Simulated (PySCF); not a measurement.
PbClI, SMILES [I][Pb][Cl] (connectivity only; charge and spin as stated), neutral, multiplicity 1. Atoms are numbered in the order given.

```xyz
3

Pb     0.5057    -0.8359     0.0000
Cl    -1.7330    -1.9598     0.0000
I     -0.2265     1.9219     0.0000
```
Charge 0, spin multiplicity 1.

The structure is a stationary point at PBE-D3(BJ)/def2-SVP. The def2 effective core potentials stand for the cores of I, Pb; spin–orbit coupling is left out.

All values below come from HF/def2-TZVPD run with PySCF.

Symmetry labels are those of the subgroup Cs that the program uses (full group Cs).

Computed valence orbital energies around the gap with their symmetry:
```
orbital  symmetry  energy (eV)
-------  --------  -----------
HOMO−7         A'       -23.66
HOMO−6         A'       -17.53
HOMO−5         A'       -12.29
HOMO−4         A'       -12.07
HOMO−3         A"       -12.04
HOMO−2         A'       -10.03
HOMO−1         A"       -10.01
HOMO           A'        -9.74
LUMO           A"        -0.79
LUMO+1         A'         0.57
LUMO+2         A'         1.02
LUMO+3         A'         1.24
```
